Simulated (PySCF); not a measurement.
Computed IR spectrum (relative IR intensity) of a molecule C5H3F. Geometry: B3LYP-D3(BJ)/def2-SVP. Other conformers were not sampled. Calculation: B3LYP-D3(BJ)/def2-SVP run with PySCF. No scaling factor is applied to the harmonic values.

Lines under 2 % of the strongest are left out, and lines within 2 cm⁻¹ are merged.

ν (cm⁻¹): 529 (w), 597 (w), 660 (m), 734 (w), 745 (w), 918 (m), 1223 (vs), 1285 (m), 1462 (m), 2069 (w), 2217 (vw), 3469 (s) (against the strongest line: vs over 80 %, s over 45 %, m over 15 %, w over 4 %, vw less)

Task: Identify the compound among the candidates.
A. C#CC(F)=C=C
B. C#CC(F)C#C
C. C#CC=C=CF

Result: A, C#CC(F)=C=C
